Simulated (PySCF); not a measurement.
# Unknowns

Calculated, not measured (PySCF 2.14): GIAO PBE0/pcSseg-1 shieldings, geometry from GFN2-xTB. Relativity neglected, single conformer, no solvent, fast rotation and ring inversion assumed for equivalent nuclei.

Referencing at the same level of theory: TMS for $^{1}$H (σref 31.72) and $^{13}$C (σref 186.93). Splittings of carbon signals by F and P are missing where no couplings were computed. Where no couplings were computed, multiplicities follow the n + 1 count of equivalent neighbours, and m marks all less simple cases (inequivalent or close neighbours, rings, F or P nearby). Shifts are as computed. Against solution values, carbons near 30 ppm lie about +3 ppm off and those near 130 ppm about +5 ppm; carbons on Cl a further +6 ppm. Of 1211 compounds with measured shifts, 218 miss one by over three times the rms of a fit or turn the order of signals round; such compounds aren't used in these exercises. Carbons bonded to Cl come out too deshielded.

(1) C7H5ClFP. $^{1}$H NMR (500 MHz, computed): δ 8.54 (m, 1H), 7.81 (m, 2H), 7.65 (m, 2H). $^{13}$C{$^{1}$H} NMR (computed): δ 209.1, 147.8, 140.6, 137.9, 134.7. Give a structure.

(2) C4H10FNSi3. $^{1}$H NMR (300 MHz, computed): δ 7.13 (m, 1H), 4.69 (s, 2H), 4.41 (t, 2H), 4.04 (m, 2H), 0.34 (t, 3H). $^{13}$C{$^{1}$H} NMR (computed): δ 172.0, 123.2, 105.3, -8.4. Identify the compound.

## Answers

(1) `F/C=P\c1ccc(Cl)cc1`. 5 carbon signals for 7 carbons: some carbons are equivalent by symmetry or fast rotation. Carbon types of the structure: 2 × C, 5 × CH, which accounts for all hydrogens. δC 209.1: carbon double-bonded to a heavier main-group atom. δC 147.8: aromatic carbon bearing chlorine. δC 140.6, 134.7: aromatic CH. δC 137.9: substituted aromatic carbon.

This is the structure that produced the data.

(2) `C[SiH2][SiH2]/C(=C\F)[SiH2]C#N`. The formula gives 3 degrees of unsaturation (no ring in the answer). 4 carbon signals for 4 carbons: no two carbons are equivalent. Carbon types of the structure: 2 × C, 1 × CH, 1 × CH3, leaving 6 H on heteroatoms. δC 172.0: alkene CH. δC 123.2: nitrile carbon; typical of a nitrile. δC 105.3: fully substituted alkene carbon; an sp2 carbon of a C=C bond. δH 0.34: hydrogen on a methyl carbon bonded to Si; an electropositive neighbour shields it, as in TMS itself.

This is the structure that produced the data.
